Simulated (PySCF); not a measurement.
**C4H7O3S: g tensor and hyperfine couplings**

Species: C₄H₇O₃S (doublet state).
Atom-mapped SMILES: `[CH2:1]=[C:2][CH2:3][S:4](=[O:5])(=[O:6])[O:7][CH3:8]` (hydrogens: H9, H10 on C1; H11, H12 on C3; H13, H14, H15 on C8)

Geometry (GFN2-xTB, Å), atoms numbered from 1 in this order:
```
atom  x, y, z in Å
C1     2.965   -0.118   -0.519
C2     2.101    0.522    0.195
C3     0.747    0.593    0.573
S4    -0.251   -0.747   -0.330
O5    -0.403   -0.372   -1.707
O6     0.285   -2.031   -0.017
O7    -1.701   -0.650    0.407
C8    -2.635    0.270   -0.113
H9     2.683   -0.974   -1.133
H10    4.010    0.146   -0.549
H11    0.571    0.367    1.621
H12    0.256    1.515    0.273
H13   -2.626    1.190    0.478
H14   -3.621   -0.190   -0.058
H15   -2.387    0.488   -1.154
```

The hyperfine couplings belong to this conformer and change with its torsions.

Level of theory: UKS B3LYP, pcH-1 on C H O S, non-relativistic, mean-field spin-orbit, GIAO (PySCF). Isolated species at its GFN2-xTB geometry (one conformer only). Couplings are sensitive to structure, and on GFN2-xTB geometries they can be far from those on DFT ones. The SCF solution wasn't tested for stability.

```json
{"g1, g2, g3": "2.00213, 2.00221, 2.00285", "g_iso": "2.00240", "Form of g": "close to axial: the two nearest values differ by 11 % of g3 − g1", "⟨S²⟩": "0.7597 (exact 0.7500)", "α and β electrons": "36, 35"}
```

Hyperfine couplings atom by atom, in MHz; T1 to T3 are the principal values of the dipolar part:

```tsv
atom	isotope	a_iso	of which spin–orbit	T1	T2	T3	Mulliken spin population
C1	13C	-19.0	0.0	-17.2	2.9	14.3	-0.15
C2	13C	245.6	-0.1	-76.6	-56.6	133.1	0.92
C3	13C	29.3	0.0	-8.4	-0.2	8.6	-0.09
S4	33S	114.2	-0.2	-9.8	-9.6	19.4	0.09
O5	17O	-2.2	0.0	-9.0	4.2	4.8	0.02
O6	17O	-2.1	0.0	-7.9	3.8	4.1	0.02
O7	17O	-16.1	-0.1	-14.8	7.2	7.6	0.03
C8	13C	-1.0	0.0	-0.5	-0.4	0.9	0.00
H9	1H	176.8	0.0	-4.7	-1.4	6.1	0.09
H10	1H	116.6	0.0	-5.9	-4.7	10.7	0.04
H11	1H	27.7	0.0	-6.3	-3.6	9.9	0.01
H12	1H	30.7	0.0	-6.3	-3.7	10.0	0.01
H13	1H	0.6	0.0	-1.1	-0.5	1.7	0.00
H14	1H	6.4	0.0	-0.8	-0.5	1.3	0.00
H15	1H	0.5	0.0	-1.2	-0.7	1.9	0.00
```

Largest spin populations (Mulliken): C2 (+0.92), C1 (-0.15), S4 (+0.09) and H9 (+0.09). No atom but C2 exceeds +0.15. The positive populations add up to 1.24 and the negative ones to -0.24, together 2S = 1.

Axes: g2 points within 12° of the C1–C2 bond.

Under fast tumbling the dipolar parts average out, and these isotropic splittings remain: 1 × 1H (H9, I = 1/2, 2 lines) with 6.31 mT, 1 × 1H (H10, I = 1/2, 2 lines) with 4.16 mT, 2 × 1H (H11/H12, I = 1/2, 3 lines) with 1.04 mT and 3 × 1H (H13/H14/H15, I = 1/2, 4 lines) with 0.09 mT.

Means are taken over nuclei equivalent by connectivity, which assumes that they swap fast. The three 1H nuclei of mean +2.5 MHz run from 0.5 to 6.4 MHz in the frozen geometry.

The 13C coupling of C2 (245.6 MHz) shows only in satellite lines or after enrichment, since that isotope makes up about 1.07 % of natural carbon.

The 33S coupling of S4 (114.2 MHz) shows only in satellite lines or after enrichment, since that isotope makes up about 0.76 % of natural sulfur.

β density exceeds α density at some nuclei, such as C1 (-0.0169), spin density in bohr⁻³. In a single determinant that takes different orbitals for the two spins, that is spin polarisation.

On one thread, Arm Neoverse V2 (aarch64), no GPU, shared host, this took 82 s of wall time (with the writing of density and orbital grids) and 0.96 GiB of memory at its peak.
